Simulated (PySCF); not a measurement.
# Potential energy of CuCl⁺ along the bond

Set-up: basis Cu def2-TZVPPD, Cl def2-TZVPPD; no relativity; PySCF 2.14. Energies in eV from Cu⁺ (3d10) + Cl in their ground configurations at the same level. State: ²Π (doublet), unpaired electrons π ↑.

```tsv
R (Å)	PBE0	LC-ωPBE	LDA
1.802	-0.663	-0.553	-1.989
1.885	-1.115	-0.983	-2.365
1.969	-1.347	-1.197	-2.532
2.032	-1.422	-1.263	-2.563
2.095	-1.438	-1.274	-2.536
2.158	-1.414	-1.251	-2.469
2.242	-1.343	-1.188	-2.336
2.346	-1.225	-1.088	-2.132
2.472	-1.075	-0.961	-1.865
2.640	-0.893	-0.797	-1.520
```

**Question.** Put a parabola through the three lowest points of the PBE0 curve and estimate Re, k and ωe (reduced mass 22.48 u; 1 eV/Å² = 0.16022 mdyn/Å; ωe = 1302.8·√(k/μ) cm⁻¹).

**Answer.** Through R = 2.032, 2.095, 2.158 Å the second-order coefficient is 5.04 eV/Å², so Re ≈ 2.089 Å, k ≈ 1.61 mdyn/Å and ωe ≈ 349 cm⁻¹. A polynomial fit of higher order to the unrounded PBE0 energies gives Re = 2.085 Å, k = 1.72 mdyn/Å, ωe = 361 cm⁻¹; anharmonicity and rounding make the difference.

The higher-order fit for each curve: PBE0: Re = 2.085 Å, ωe = 361 cm⁻¹, De = 1.44 eV; LC-ωPBE: Re = 2.080 Å, ωe = 343 cm⁻¹, De = 1.28 eV; LDA: Re = 2.031 Å, ωe = 419 cm⁻¹, De = 2.56 eV.

For an ion De counts to the pair picked by the measured ionisation energies or electron affinities, which need not be the lowest pair at this level. Counting both spins, an empty level lies below a filled one in some of these solutions, because spin and occupation are held. The state is the lowest single determinant that the PBE0 search found; with open d or f shells the true ground state can be another one.
